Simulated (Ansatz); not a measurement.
All numbers were calculated with Ansatz.

A structure relaxed at PBE0-D4/def2-TZVP, charge 0, multiplicity 1:

```xyz
8

N    -0.244   -1.097   -0.434
Si    0.020    0.575   -0.367
F    -1.421    1.247   -0.505
Se    1.085    1.084    1.562
H     0.438   -1.751   -0.092
H    -0.889   -1.508   -1.089
H     0.839    1.199   -1.431
H     0.171    0.250    2.355
```

Question: Give its formula and SMILES.

Answer: FH4NSeSi, `N[SiH](F)[SeH]`.

Question: Summarise the bond lengths by kind.

Answer: 1 × N–Si 1.695 Å; 2 × H–N 1.005 to 1.007 Å; 1 × F–Si 1.597 Å; 1 × Se–Si 2.261 Å; 1 × H–Si 1.481 Å; 1 × H–Se 1.469 Å.
